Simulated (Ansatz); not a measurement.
Basis-set extrapolation for CH₇BSSi (PBE0-D4/def2-TZVP geometry, frozen core, the Gaussian-basis code of Ansatz). Multiplicity 1, RHF reference.

```tsv
	def2-TZVPP	def2-QZVPP
HF	-753.131162	-753.154608
MP2 correlation	-0.597374	-0.640126
CCSD(T) correlation	-0.681625	not run
```

Energies in hartree. Use E(X) = E(∞) + A·exp(−7.88·√X) for Hartree–Fock and E(X) = E(∞) + B·X^(−2.97) for correlation, with X = 3 and 4, and add CCSD(T) minus MP2 of the smaller set to the MP2 limit.

**Question.** What is the CCSD(T) energy at the basis-set limit?

**Answer.** HF limit: -753.154608 + (-0.023446) × 0.13774 = -753.15784. MP2 limit: -0.640126 + (-0.042752) × 0.74074 = -0.67179. Higher-order term: -0.681625 − (-0.597374) = -0.08425. Total: -753.91388 hartree, 2.75 eV below CCSD(T)/def2-TZVPP.
